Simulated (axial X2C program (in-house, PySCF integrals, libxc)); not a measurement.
The numbers below are computed, except where a source is named.
## ScAs: input and output

Program: an axial X2C code built on PySCF integrals.

The run was started with this input:
```json
{
 "zs": [
  33,
  21
 ],
 "q": 0,
 "bas": [
  "dyall-cv3z",
  "dyall-cv3z"
 ],
 "levels": [
  "PBE0",
  "HF",
  "PBE"
 ],
 "cc": true,
 "r0": 2.69,
 "thr": -1.0,
 "nmax": 90,
 "npts": 10,
 "nst": 2,
 "ntry": 6
}
```
```bash
python so2c.py task.json out
```

Keys: zs atomic numbers; q charge; bas basis sets; levels methods; cc coupled cluster on or off; r0 starting distance in Å; thr threshold in hartree for freezing inner shells (an s shell follows its p shell); nmax most natural virtual spinors; npts points on the curve; nst determinants followed; ntry starts of the search. HF also brings MP2.

Output of the HF step, 2c, at R = 2.262 Å for the state Ω = 0. It starts from PBE0 orbitals of this distance.

```
two-component X2C + atomic mean field  HF
basis functions 234  fitting functions 1275  grid points 5802
iter        total energy     max residual
   1      -3021.387789187     2.64e-01
   2      -3021.417560106     2.29e-02
   3      -3021.424510822     7.85e-02
   4      -3021.428243550     5.01e-03
   5      -3021.428581596     3.56e-03
   6      -3021.428827579     3.37e-03
   7      -3021.428898478     1.07e-03
   8      -3021.428969142     1.48e-03
   9      -3021.429049782     2.26e-03
  10      -3021.429105667     1.50e-03
  11      -3021.429153090     5.01e-04
  12      -3021.429184437     7.56e-04
  13      -3021.429198375     6.49e-04
  14      -3021.429203078     1.85e-04
  15      -3021.429205925     1.98e-04
  16      -3021.429208410     3.54e-04
  17      -3021.429209744     2.25e-04
  18      -3021.429210058     5.16e-05
  19      -3021.429210100     1.12e-05
  20      -3021.429210112     1.77e-05
  21      -3021.429210120     1.05e-05
  22      -3021.429210122     2.24e-06
converged
one-electron -4514.38544847  Coulomb 1452.75472252  exact exchange -120.95255362  xc functional 0.00000000  nuclear repulsion 162.12193067  atomic mean-field constant -0.96786122
correlated 8  virtual 336  natural virtual 90  E(MP2) -0.226576052  MP2 remainder -0.006696081
iter   CCSD correlation   residual
   1     -0.199781762   2.78e-01
   2     -0.214741696   1.85e-01
   3     -0.218098110   5.24e-02
   4     -0.219125995   2.80e-02
   5     -0.219562909   1.46e-02
   6     -0.219573072   7.51e-03
   7     -0.219626940   4.45e-03
   8     -0.219703113   2.59e-03
   9     -0.219709081   1.57e-03
  10     -0.219722546   8.96e-04
  11     -0.219720833   3.98e-04
  12     -0.219717082   1.59e-04
  13     -0.219719894   7.00e-05
  14     -0.219718314   3.75e-05
  15     -0.219718987   2.08e-05
  16     -0.219718796   1.25e-05
  17     -0.219718781   7.27e-06
(T) -0.025674861  T1 0.0859  D1 0.1304  max T2 0.102
```
Energies are in hartree; totals compare only within one Hamiltonian and basis. T1 is large, a sign of multireference character or of a spin-contaminated reference. T1 in the output is the amplitude norm over the root of the electron number; divide by √2 for the Lee–Taylor value.
